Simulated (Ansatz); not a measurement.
Compare A (`NCOC[SiH3]`) with its isomer B (`C[SiH2]C(N)O`).

Calculated with Ansatz (gas phase, PBE0-D4/def2-TZVP geometries, no zero-point term in ΔE). CCSD(T)/CBS is the MP2 limit (def2-TZVPP, def2-QZVPP) plus CCSD(T) − MP2 in def2-TZVPP, frozen cores. Functionals use def2-TZVPP. B3LYP here is the variant with VWN-RPA as its local correlation; programs differ in this. One conformer a species, not always the lowest.

A:

Z-matrix (Å, degrees):
```
C
O 1 1.405
N 1 1.436 2 112.1
H 1 1.100 2 109.9 3 -120.2
H 1 1.096 2 104.1 3 123.7
C 2 1.413 1 113.4 3 64.7
H 3 1.010 1 112.9 2 86.4
H 3 1.008 1 112.9 2 -148.5
Si 6 1.883 2 108.7 1 -174.6
H 6 1.103 2 110.6 1 64.5
H 6 1.098 2 110.7 1 -53.8
H 9 1.489 6 108.5 2 -178.8
H 9 1.486 6 110.9 2 -59.3
H 9 1.486 6 110.5 2 61.8
```

B:

Z-matrix (Å, degrees):
```
C
Si 1 1.866
H 1 1.092 2 109.7
H 1 1.093 2 110.9 3 119.4
H 1 1.092 2 111.3 3 -120.3
C 2 1.905 1 113.3 3 -57.0
H 2 1.493 1 111.0 3 -177.5
H 2 1.492 1 111.2 3 62.6
O 6 1.415 2 106.4 1 48.9
N 6 1.449 2 114.4 1 170.3
H 6 1.101 2 109.9 1 -70.4
H 9 0.965 6 106.1 2 163.6
H 10 1.010 6 112.2 2 87.9
H 10 1.013 6 112.6 2 -35.3
```

(1) Which is lower in electronic energy at CCSD(T)/CBS, and by how much? (Best estimate.)

(2) Give E(B) − E(A) in kcal/mol with B3LYP, PBE-D4, ωB97M-V, PBE0-D4, MP2/def2-TZVPP, CCSD/def2-TZVPP, HF/def2-TZVPP. (An estimate is asked.)

Largest T1 diagnostic: 0.011.

Results:

(1) The calculation gave: B, by 19.4 kcal/mol.

(2) The calculation gave: B3LYP -17.3, PBE-D4 -19.2, ωB97M-V -19.1, PBE0-D4 -19.2, MP2/def2-TZVPP -19.8, CCSD/def2-TZVPP -18.1, HF/def2-TZVPP -15.0. None reverses the order clearly.

In def2-TZVPP, CCSD(T) changes the Hartree–Fock value by −3.4 kcal/mol (the triples alone add −0.3 kcal/mol) and MP2 by −4.8 kcal/mol.
